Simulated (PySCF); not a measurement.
Al(Br)(Me)(OMe) (C₂H₆AlBrO), SMILES C[O][Al]([CH3])[Br].

Geometry: B3LYP-D3(BJ)/def2-SVP. The values are those of a single conformer.

The numbers are results of TDA-PBE0/def2-SVPD (PySCF), not measurements.

Vertical excitations.  State labels are in the subgroup Cs.

```
state  symmetry  energy (eV)  λ (nm)      f                            main pairs
-----  --------  -----------  ------  -----  ------------------------------------
S1           A"         6.40     194  0.001                        HOMO→LUMO 97 %
S2           A'         6.47     192  0.018                      HOMO−1→LUMO 84 %
S3           A"         6.47     192  0.000                    HOMO−1→LUMO+1 98 %
S4           A"         6.66     186  0.000                    HOMO−2→LUMO+1 94 %
S5           A'         6.70     185  0.086                      HOMO−2→LUMO 79 %
S6           A"         6.93     179  0.070                      HOMO−3→LUMO 90 %
S7           A'         6.93     179  0.129    HOMO→LUMO+1 73 %, HOMO−2→LUMO 14 %
S8           A'         7.20     172  0.004  HOMO−3→LUMO+1 65 %, HOMO−4→LUMO 31 %
S9           A"         7.28     170  0.017                    HOMO−4→LUMO+1 95 %
S10          A'         7.46     166  0.204  HOMO−4→LUMO 61 %, HOMO−3→LUMO+1 27 %
T1           A'         6.08     204      0                      HOMO→LUMO+1 89 %
T2           A"         6.17     201      0                        HOMO→LUMO 85 %
T3           A'         6.21     200      0                      HOMO−1→LUMO 84 %
T4           A"         6.32     196      0                    HOMO−1→LUMO+1 88 %
```
Triplets are in the Tamm–Dancoff approximation.
